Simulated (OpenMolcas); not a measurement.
Sc2+: the spin-orbit constant, worked from levels

```yaml
Program: OpenMolcas
Basis: ANO-RCC-VDZP [5s4p2d1f]
Scalar_Hamiltonian: DKH2, point nucleus
Active_space: 1 electron in 6 orbitals (3d 4s)
State_averaging: 2S+1 = 2 even, 6 roots
Spin-orbit_coupling: RASSI with atomic mean-field integrals over the reference wave functions, term energies averaged over their components
```

Methods: CASSCF; SS-CASPT2, IPEA 0.25 Eh, imaginary shift 0.1 Eh (closed shells correlated: 3s 3p). Measured levels: Sugar and Corliss, J. Phys. Chem. Ref. Data 9, 473 (1980).

**The spin-orbit constant.** For the Hund term 2D of d1, E(J) = (A/2) J(J+1) + constant and ζ = 2S·A = A. From J = 3/2 to J = 5/2 the energy changes by 2.5 A.

```csv
Source,E(5/2) - E(3/2),A,ζ
CASSCF,195.2,78.1,78
SS-CASPT2,195.2,78.1,78
measured,197.6,79.0,79
```

All in cm-1. SS-CASPT2 is off by -1.2 % and CASSCF by -1.2 %. Both methods take the spin-orbit matrix elements from the reference wave functions, so the second can move ζ only through the term energies and any multistate remixing.

With one active electron the reference holds no correlation, so core polarisation is missing (holds for CASSCF). With one active electron, CASPT2 adds the correlation within the correlated inactive shells and between them and that electron, and leaves the splitting within a term as the reference gives it (holds for SS-CASPT2). Measured partners are found by configuration, term and J. A level has none where our copy of the source lacks it or the pairing is in doubt (some pairs that miss far off the trend of their configuration count as doubtful), and it then counts in no deviation. Levels of configurations outside the active space are missing.
